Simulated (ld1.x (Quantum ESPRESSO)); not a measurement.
Values are calculated unless marked as measured or tabulated.
Potentials for Al (Z = 13) compared

Generated with ld1.x 7.5 (TM, RRKJ, ultrasoft, PAW), atompaw 4.2 or ONCVPSP 4.0.1. The cutoff is in Ry: for ld1.x and atompaw files where the sum of valence levels is converged to 10 mRy in a Bessel basis, for ONCV files where the hardest occupied wave has 1 mHa per electron of residual kinetic energy. The error is the largest all-electron minus pseudo excitation energy over each file’s own four to seven test configurations (ionisations up to +4, promotions, holes and added fractions of an electron), all of which were solved. The labels leave out finer settings (local radius, basis sizes, second energies), which also bear on the numbers. Spin-polarised tests are not counted. The rows are a selection from randomly drawn settings: files with unsolved tests, undetermined cutoffs or missed reference levels are left out.

```tsv
potential	cutoff (Ry)	largest error (meV)	bound ghosts
ultrasoft, BLYP, scalar-relativistic, rc 1.90/2.50 (sp), local smoothed, core correction yes, reference 3s2 3p1	8	+43	none
ultrasoft, PBE, non-relativistic, rc 2.45/2.65/2.40 (spd), local smoothed, core correction yes, reference 3s2 3p1	6	-28	none
PAW, LDA (PZ), non-relativistic, rc 1.95/3.10 (sp), local smoothed, core correction yes, reference 3s2 3p1	8	-25	none
TM semilocal, PBE, scalar-relativistic, rc 2.10/2.65 (sp), local s, core correction yes, reference 3s1.75 3p1.25	10	+21	none
```

Question: Fill in the row for Al: TM, PBE, non-relativistic, rc 1.40/2.60 (sp), local smoothed, core correction no, reference 3s2 3p0.5.

Answer: cutoff 35 Ry, largest error +71 meV, bound ghosts: none.

Question: Fill in the row for Al: TM, LDA (PZ), scalar-relativistic, rc 1.85/2.94/1.90 (spd), local p, core correction no, reference 3s1.75 3p1.25.

Answer: cutoff 10 Ry, largest error +72 meV, bound ghosts: none.
